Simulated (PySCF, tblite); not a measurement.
Isomers of C6H5FSi. Calculated harmonic vibrations of the isolated species, GFN2-xTB (tblite), most abundant isotopes, no scaling. This tight-binding method is rough: wavenumbers can miss measured ones by several per cent, in bad cases by 10 to 20. Modes of hydrogen on silicon can be 10 to 20 % off. One conformer each.

Electronic energies: PBE0/pcSseg-1 single points on the GFN2-xTB geometries (PySCF, gas phase).

```json
{"SMILES": "C#C[Si@@H]1C=CC=C1F", "electronic energy, lowest = 0 (kJ/mol)": "171.2"}
{"SMILES": "C#CC1=CC=C[Si@H]1F", "electronic energy, lowest = 0 (kJ/mol)": "0.0"}
{"SMILES": "C#CC1=CC(F)=C[SiH2]1", "electronic energy, lowest = 0 (kJ/mol)": "162.7"}
{"SMILES": "C#CC1=C(F)[SiH2]C=C1", "electronic energy, lowest = 0 (kJ/mol)": "200.5"}
{"SMILES": "C#CC1=CC=C(F)[SiH2]1", "electronic energy, lowest = 0 (kJ/mol)": "189.5"}
{"SMILES": "C#C/C=C(/F)[SiH2]C#C", "electronic energy, lowest = 0 (kJ/mol)": "324.6"}
```

How do GFN2-xTB zero-point energies change the relative energies?

```
              SMILES  ZPE (kJ/mol)  of it from modes above 1550 cm⁻¹  electronic (kJ/mol)  with ZPE, lowest = 0 (kJ/mol)  lowest mode (cm⁻¹)  rings
  C#CC1=CC=C[Si@H]1F         218.9                             112.7                  0.0                            0.0                  94      1
C#CC1=CC(F)=C[SiH2]1         210.8                             107.7                162.7                          154.6                 118      1
 C#C[Si@@H]1C=CC=C1F         217.3                             121.3                171.2                          169.6                  74      1
C#CC1=CC=C(F)[SiH2]1         211.0                             107.6                189.5                          181.6                  90      1
C#CC1=C(F)[SiH2]C=C1         211.1                             116.9                200.5                          192.7                  99      1
C#C/C=C(/F)[SiH2]C#C         201.8                             121.9                324.6                          307.4                   6      0
```

The zero-point energies span 17.1 kJ/mol, from `C#C/C=C(/F)[SiH2]C#C` to `C#CC1=CC=C[Si@H]1F`. The order is unchanged.

And how do the electronic energies of GFN2-xTB itself compare?

`C#CC1=CC=C[Si@H]1F` 0.0; `C#CC1=CC(F)=C[SiH2]1` 136.0; `C#C[Si@@H]1C=CC=C1F` 201.1; `C#CC1=CC=C(F)[SiH2]1` 147.3; `C#CC1=C(F)[SiH2]C=C1` 159.9; `C#C/C=C(/F)[SiH2]C#C` 291.2 kJ/mol, lowest = 0. Against the energies above, taken from the same isomer `C#CC1=CC=C[Si@H]1F`, the largest difference is 42.2 kJ/mol.

What do entropy and thermal enthalpy add at 298.15 K and 1 bar (rigid rotor, harmonic oscillator, one conformer each)?

| SMILES | point group | symmetry number | S (J/(mol K)) | H − H(0) (kJ/mol) | ZPE + H − H(0) − TS (kJ/mol) |
| --- | --- | --- | --- | --- | --- |
| C#CC1=CC=C[Si@H]1F | C1 | 1 | 375.9 | 24.81 | 131.7 |
| C#CC1=CC(F)=C[SiH2]1 | Cs | 1 | 371.9 | 24.70 | 124.6 |
| C#C[Si@@H]1C=CC=C1F | C1 | 1 | 379.9 | 25.13 | 129.2 |
| C#CC1=CC=C(F)[SiH2]1 | Cs | 1 | 373.6 | 24.99 | 124.6 |
| C#CC1=C(F)[SiH2]C=C1 | Cs | 1 | 373.1 | 24.87 | 124.8 |

Not tabulated: `C#C/C=C(/F)[SiH2]C#C` (lowest mode only 6 cm⁻¹).
